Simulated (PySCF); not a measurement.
CH3Si, SMILES C[Si] (connectivity only; charge and spin as stated), charge +1, multiplicity 1. Heavy atoms are numbered as in [CH3:1][Si:2]. Hydrogens are named by the atom that carries them.

Geometry optimised at r2SCAN-D4/def2-TZVP. The spin state was assumed, not searched. The isomer is the one that the SMILES or the coordinates give; other isomers of the formula were not compared.

Calculation: PBE/pcSseg-2 run with PySCF.

GIAO shieldings, no solvent; atoms alike by connectivity are averaged. δ = σ(ref) − σ: ¹³C against TMS (σ = 181.4 ppm); ²⁹Si against TMS (σ = 324.1 ppm); ¹H against TMS (σ = 31.47 ppm), references at their B3LYP-D3(BJ)/def2-TZVP geometries, non-relativistic.

```tsv
nucleus	atoms	count	δ (ppm)
¹³C	C1 (CH3)	1	82.5
²⁹Si	Si2	1	822.8
¹H	H on C1	3	3.42
```
